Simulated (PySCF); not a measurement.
**Question.** Write Cartesian coordinates for `[CH2][CH2][GeH3]` [radical] as optimised with PBE0-D3(BJ)/def2-SVP. (Doublet state.)

**Answer.** 
```
atom  x, y, z in Å
C1     1.4768    0.5356    0.2166
C2     0.5131   -0.5366   -0.0800
Ge3   -1.3231   -0.0375    0.4927
H4     1.9419    0.6108    1.2025
H5     1.6166    1.3694   -0.4756
H6     0.4492   -0.7595   -1.1575
H7     0.7535   -1.4749    0.4459
H8    -2.3336   -1.1435    0.1152
H9    -1.7329    1.2782   -0.1957
H10   -1.3437    0.1673    2.0195
```

Any rigid rotation of these coordinates is as good. Atoms count from 1 in this order. C1 (carbon bonded to C and 2 H) is almost planar (angles 120.8°, 120.7° and 117.7°, sum 359.2°, 0.06 Å off the plane of its three neighbours). Ge3 (germanium bonded to C and 3 H) is tetrahedral (angles from 109.0° to 110.7°).

Bonds between heavy atoms (Å): C1–C2 1.472, C2–Ge3 1.987.

Theory: PBE0-D3(BJ)/def2-SVP geometry optimisation, gas phase in PySCF 2.14.0.

Point group: near Cs, missed by 0.09 Å at most; the miss may be what the optimiser left on a soft mode. No PBE0-D3(BJ)/def2-SVP frequencies stand behind this structure, so it isn't proved a minimum. ⟨S²⟩ = 0.755 (exact for a doublet: 0.75). Torsions: H–C1–C2–Ge3 85° and -84°.

Time: 26 s wall. Hardware: Arm Neoverse V1, one thread, no GPU, shared host. These figures are those of the optimisation.

One conformer stands for the species.
